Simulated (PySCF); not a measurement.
## Computed structure and properties of [Ce(NO2)]3+

System: [Ce(NO2)]3+ (singlet; a saddle point, relaxed within its symmetry); start: template (C2v). Method: PySCF 2.14.0, RKS PBE0, Ce lcecp-2-SVP with ECP46, O def2-SVP, N def2-SVP; non-relativistic Hamiltonian with scalar-relativistic core potentials where named; density fitting; no spin-orbit coupling.

Input of the relaxation:

```python
mol = gto.M(atom='''
Ce     0.00000     0.00000    -0.58677
O      1.06000    -0.00000     1.57483
O     -1.06000     0.00000     1.57483
N      0.00000     0.00000     2.26483''',
    basis={'Ce': 'lcecp-2-SVP', 'O': 'def2-SVP', 'N': 'def2-SVP'},
    ecp={'Ce': 'lcecp-2-SVP'},
    charge=3, spin=0)
mf = dft.RKS(mol, xc='PBE0')
mf.grids.atom_grid = (50, 194)  # f atoms: unpruned, at least (60, 302)
mf = mf.density_fit()  # fitting sets: Ce AutoAux, O def2-universal-JKFIT, N def2-universal-JKFIT
mf.conv_tol = 1e-08; mf.max_cycle = 55
mf.kernel(dm0)  # dm0: converged density of the start geometry
# quasi-Newton relaxation in Cartesian coordinates to a largest gradient under 0.00045 Eh/bohr, steps kept in the point group
```

Run from Python with OMP_NUM_THREADS=2; the lines above give its settings. Where DIIS fails, smearing, a level shift and second-order steps follow.
It took 32 s on 2 threads of AMD EPYC (Zen 3), with other jobs on the host, from the converged density of the start.

Course of the relaxation:

```tsv
step	energy above end (eV)	largest force component within the symmetry (eV/Å)
0	0.4873	2.495
1	0.2767	2.044
2	0.1142	1.465
3	0.0750	1.745
4	0.0037	0.346
5	0.0001	0.071
6	0.0000	0.004
```

Relaxed geometry (C2v):

```xyz
4

Ce    0.0000    0.0000   -0.4163
O     1.0220    0.0000    1.4927
O    -1.0220    0.0000    1.4927
N     0.0000    0.0000    2.2587
```

```csv
contact,Å
Ce1–O2 (NO2),2.165
```

On the finer grid (75, 302):

- HOMO: not given (4f levels lie in the core)
- LUMO: not given (4f levels lie in the core)
- Dipole about the centre of mass: 4.80 D
- Set of Mulliken populations of Ce1 outside the core potential: s 2.05, p 6.04, d 1.09, f 0.08
- D3(BJ) dispersion energy (not in the energies): -0.060 eV

```csv
atom,Mulliken (e),Löwdin (e),spin (e)
Ce1,2.74,2.57,0.00
O2,-0.21,-0.03,0.00
O3,-0.21,-0.03,0.00
N4,0.67,0.49,0.00
```

The large-core potential holds the 4f shell empty.

On the grid (50, 194), as all that follows. Harmonic modes: 1 unstable, so a saddle point once the symmetry is let go (counted below −25 cm⁻¹); lowest -280 cm⁻¹ (negative: unstable), highest 1214 cm⁻¹, zero-point energy 0.230 eV.

Taking off one NO2 (charge -1, singlet; the rest: singlet) in vacuum, both parts rigid, costs 33.35 eV; the small basis without counterpoise inflates it. Most of it is the attraction of opposite charges; other ways to part are cheaper, and one spin state was tried for the rest.

Rigid scan of NO2 along the line from its metal:

(distance to the donors' midpoint (Å), energy (eV)): (1.61, 1.446), (1.71, 0.560), (1.81, 0.122), (1.91, 0.000), (2.01, 0.091), (2.11, 0.320), (2.31, 0.977)

One start shape was tried, so this needn't be the lowest isomer.
